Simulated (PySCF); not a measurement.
ammonium (H4N), SMILES [NH4+], charge +1. Geometry: r2SCAN-D4/def2-TZVPD.

TDA-PBE/def2-TZVPD in PySCF puts the lowest singlet excitations at 14.49, 14.49, 14.49, 16.37, 16.37, 16.37 eV and the lowest triplet (TDA) at 13.67 eV.

What are the lowest singlet roots from EOM-CCSD/aug-cc-pVDZ (PySCF)? (Estimate from the structure and the level; the computed values follow.)

15.56, 15.56, 15.56, 17.65, 17.65, 17.65 eV; triplets 14.48, 14.48, 14.48 eV. S1 differs by 1.07 eV (second minus first; roots are paired by order, and the bases may differ).
